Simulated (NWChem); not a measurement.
System: Se cation, quartet

NWChem input:

```
start job
memory heap 200 mb stack 900 mb global 1100 mb
charge 1
geometry units angstroms noautoz
  Se     0.000000     0.000000     0.000000
end
basis spherical
  * library cc-pvdz
end
dft
  odft
  mult 4
  xc pbe0
  iterations 150
  mulliken
end
task dft energy
```

Parts of the log:

```
             Northwest Computational Chemistry Package (NWChem) 7.3.0
             --------------------------------------------------------

                             Geometry "geometry" -> ""
                             -------------------------

 Output coordinates in angstroms (scale by  1.889725989 to convert to a.u.)

  No.       Tag          Charge          X              Y              Z
 ---- ---------------- ---------- -------------- -------------- --------------
    1 Se                  34.0000     0.00000000     0.00000000     0.00000000

 Effective nuclear repulsion energy (a.u.)       0.0000000000

                                 NWChem DFT Module
                                 -----------------

 Summary of "ao basis" -> "ao basis" (spherical)
 ------------------------------------------------------------------------------
       Tag                 Description            Shells   Functions and Types
 ---------------- ------------------------------  ------  ---------------------
 Se                         cc-pvdz                 11       27   5s4p2d

            General Information
            -------------------
          SCF calculation type: DFT
          Wavefunction type:  spin polarized.
          No. of atoms     :     1
          No. of electrons :    33
           Alpha electrons :    18
            Beta electrons :    15
          Charge           :     1
          Spin multiplicity:     4
          Use of symmetry is: off; symmetry adaption is: off
          Maximum number of iterations: 150
          AO basis - number of functions:    27
                     number of shells:    11
          Convergence on energy requested:  1.00D-06
          Convergence on density requested:  1.00D-05
          Convergence on gradient requested:  5.00D-04

              XC Information
              --------------
                         PBE0 Method XC Functional
                     Hartree-Fock (Exact) Exchange  0.250
          PerdewBurkeErnzerhof Exchange Functional  0.750
            Perdew 1991 LDA Correlation Functional  1.000 local
           PerdewBurkeErnz. Correlation Functional  1.000 non-local

             Grid Information
             ----------------
          Grid used for XC integration:  medium
          Radial quadrature: Mura-Knowles
          Angular quadrature: Lebedev.
          Tag              B.-S. Rad. Rad. Pts. Rad. Cut. Ang. Pts.
          ---              ---------- --------- --------- ---------
          Se                  1.15      112           5.0       590
          Grid pruning is: on
          Number of quadrature shells:   112
          Spatial weights used:  Erf1

      Superposition of Atomic Density Guess
      -------------------------------------

 Sum of atomic energies:       -2399.77933092

 Renormalizing density from      34.00 to     33

      Non-variational initial energy
      ------------------------------

 Total energy =   -2355.858751
 1-e energy   =   -3244.127295
 2-e energy   =     888.268544
 HOMO         =      -0.779050
 LUMO         =      -0.779050

     ---------------------------------------------
      Total Density - Mulliken Population Analysis
     ---------------------------------------------

    Atom       Charge   Shell Charges
 -----------   ------   -------------------------------------------------------
    1 Se  34    33.00   2.00  2.00  1.98  1.50  0.51  6.00  5.97  2.10  0.93 10.06 -0.06

     --------------------------------------------
      Spin Density - Mulliken Population Analysis
     --------------------------------------------

    Atom       Charge   Shell Charges
 -----------   ------   -------------------------------------------------------
    1 Se  34     3.00  -0.00 -0.00  0.00  0.00  0.00 -0.00  0.00  2.07  0.93  0.00  0.00

   convergence    iter        energy       DeltaE   RMS-Dens  Diis-err
 ---------------- ----- ----------------- --------- --------- ---------
 d= 0,ls=0.0,diis     1  -2400.6988804267 -2.40D+03  1.78D-02  4.79D-01
                                                     1.40D-02  5.74D-01
 d= 0,ls=0.0,diis     2  -2400.8078310495 -1.09D-01  5.84D-03  6.12D-02
                                                     4.71D-03  5.81D-02
 d= 0,ls=0.0,diis     3  -2400.8240652048 -1.62D-02  4.66D-04  1.81D-04
                                                     3.56D-04  1.47D-04
 d= 0,ls=0.0,diis     4  -2400.8241285855 -6.34D-05  1.14D-05  1.05D-07
                                                     1.46D-05  7.75D-08
 d= 0,ls=0.0,diis     5  -2400.8241286336 -4.81D-08  6.30D-07  6.38D-11
                                                     5.07D-07  4.41D-11

         Total DFT energy =    -2400.824128633617
      One electron energy =    -3329.229201350804
           Coulomb energy =     1014.953448688267
    Exchange-Corr. energy =      -86.548375971081
 Nuclear repulsion energy =        0.000000000000

 Numeric. integr. density =       33.000000028571

                    DFT Final Alpha Molecular Orbital Analysis
                    ------------------------------------------

 Vector   16  Occ=1.000000D+00  E=-6.580401D-01
              MO Center= -7.4D-15,  1.3D-14, -3.9D-15, r^2= 1.5D+00
   Bfn.  Coefficient  Atom+Function         Bfn.  Coefficient  Atom+Function
  ----- ------------  ---------------      ----- ------------  ---------------
    13      0.509310  1 Se py                14      0.397477  1 Se pz
    16      0.345057  1 Se py                17      0.269290  1 Se pz
    12      0.120584  1 Se px                15      0.081696  1 Se px

[...]
```

Level: PBE0/cc-pVDZ, spin-unrestricted. No stability test was run on the SCF state.
